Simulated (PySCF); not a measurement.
Ionisation energy of Se²⁵⁺ by level of theory

Se²⁵⁺ [He] 2s2 2p5 (2P) → Se²⁶⁺ [He] 2s2 2p4 (3P), as a difference of total energies. Computed with PySCF 2.14 in an even-tempered Gaussian basis (18 s from 6.5 bohr⁻², ratio 2.2; 11 p from 8.5 bohr⁻², ratio 2.2; 6 d from 40 bohr⁻², ratio 2.4; 5 f from 60 bohr⁻², ratio 2.4; 5 g from 90 bohr⁻², ratio 2.4), with no relativity, point nucleus. Correlated levels: nothing frozen; virtual orbitals above 40 to 60 times the deepest correlated orbital energy dropped. The calculations carry no spin-orbit coupling.

```
                 method  ionisation energy (eV)
                    UHF                  2665.5
                    PBE                  2666.2
                   PBE0                  2666.5
                 r2SCAN                  2668.2
                   BLYP                  2666.7
    MP2 (all electrons)                  2667.2
SCS-MP2 (all electrons)                  2667.1
```

Estimate what PW91 gives.

2667.0 eV, closest to SCS-MP2 (all electrons) among the rows shown.

Estimate what LDA gives.

2665.1 eV, closest to UHF among the rows shown.

Spin-orbit coupling is strong in these open shells (close to jj coupling). The scalar numbers leave it out and a first-order estimate fails, so it can dominate the gap to the real levels.

All relativistic terms are absent from these numbers, so their closeness to the reference says little about the methods.

For comparison: 2674 ± 5 eV (semi-empirical (NIST evaluation); NIST Atomic Spectra Database, ionization energies).
